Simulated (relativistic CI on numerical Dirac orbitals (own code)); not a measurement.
**Ce IV: what numerical and physical settings do to a radial Dirac CI calculation**

Reference input:

```
atom Ce  Z=58  charge=3  electrons=55
nucleus A=140  rms_radius_fm=4.8771
hamiltonian dirac-coulomb  breit=on  qed=on  c_scale=1
orbitals kli  potential=per-configuration
slater_scale 1
correlation none
mixing on
grid step=0.0125 r_max=64.9
scf mixing=0.4 start=green max_iterations=150 tolerance=2e-08 node_fill=0.05
configurations
  [Xe] 4f
  [Xe] 5d
  [Xe] 6s
  [Kr] 4d10 4f 5s2 5p5 5d
  [Xe] 6p
end
```

Computed lowest total energy -8847.51175 Ha, first excitation 2139.1 cm⁻¹, 59 SCF steps. Runs with settings changed; * marks those that are bad on purpose (the QED terms keep the true α when c is scaled):

| Changed | Outcome | Lowest level | ΔE (Ha) | First excitation (cm⁻¹) | SCF steps | Message |
| --- | --- | --- | --- | --- | --- | --- |
| iteration limit 30 | converged | 4f 5p6 2F°_5/2 | 0 | 2139.1 | 59 |  |
| grid step 0.03 | converged | 4f 5p6 2F°_5/2 | 0.000381 | 2139.1 | 59 |  |
| speed of light × 10, end of the grid at 194.7 bohr, start potential thomas-fermi | converged | 4f 5p6 2F°_5/2 | 282 | 25.9 | 56 |  |
| SCF mixing 0.1, nuclear radius 5.3648 fm | converged | 4f 5p6 2F°_5/2 | 0.0773 | 2139.1 | 82 |  |
| SCF tolerance 0.3 * | converged | 4f 5p6 2F°_5/2 | 0.215 | 2241.5 | 15 |  |
| node fill of the KLI weights 50 * | converged | 4f 5p6 2F°_5/2 | 1.15 | 3743.1 | 68 |  |

With so few configurations and no correlation, terms lie too far apart (by 10 to 50 % near neutrality), their order can be wrong, and levels of other configurations are missing.
